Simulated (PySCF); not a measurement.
C2H7ClSi2, SMILES C=C[SiH2][SiH2]Cl.

Geometry optimised at TPSSh-D3(BJ)/def2-SVP. The values are those of a single conformer.

Calculation: TDDFT-CAM-B3LYP/def2-SVPD run with PySCF.

Vertical excitations. Gas-phase values at a fixed geometry.

```tsv
state	energy (eV)	λ (nm)	f	main pairs
S1	5.92	210	0.138	HOMO→LUMO 80 %
S2	6.69	185	0.062	HOMO→LUMO+1 45 %, HOMO−3→LUMO 27 %, HOMO−1→LUMO 10 %
S3	6.82	182	0.248	HOMO→LUMO+1 35 %, HOMO−1→LUMO 23 %, HOMO−3→LUMO 16 %, HOMO→LUMO 14 %
S4	7.04	176	0.002	HOMO−2→LUMO 67 %, HOMO−2→LUMO+1 19 %
S5	7.15	173	0.066	HOMO→LUMO+3 84 %
S6	7.21	172	0.008	HOMO→LUMO+2 29 %, HOMO−1→LUMO 24 %, HOMO−3→LUMO 13 %, HOMO−1→LUMO+1 13 %
S7	7.36	168	0.029	HOMO→LUMO+2 57 %, HOMO−1→LUMO 17 %
S8	7.71	161	0.079	HOMO−1→LUMO+1 24 %, HOMO−3→LUMO 20 %, HOMO→LUMO+4 20 %, HOMO−1→LUMO 11 %
S9	7.79	159	0.122	HOMO→LUMO+4 53 %, HOMO−1→LUMO+1 28 %
S10	7.95	156	0.073	HOMO→LUMO+5 40 %, HOMO−4→LUMO 8 %, HOMO−1→LUMO+3 7 %
T1	4.07	305	0	HOMO→LUMO 45 %, HOMO−1→LUMO 22 %, HOMO→LUMO+1 10 %, HOMO−1→LUMO+1 8 %
T2	5.48	226	0	HOMO→LUMO 40 %, HOMO−1→LUMO 25 %, HOMO→LUMO+1 23 %
T3	6.11	203	0	HOMO−3→LUMO 35 %, HOMO→LUMO+1 27 %, HOMO−1→LUMO 15 %, HOMO−3→LUMO+1 7 %
T4	6.31	197	0	HOMO→LUMO+3 81 %
```
Triplets are in the Tamm–Dancoff approximation, which puts them higher than full response would, so one can lie above its singlet here.
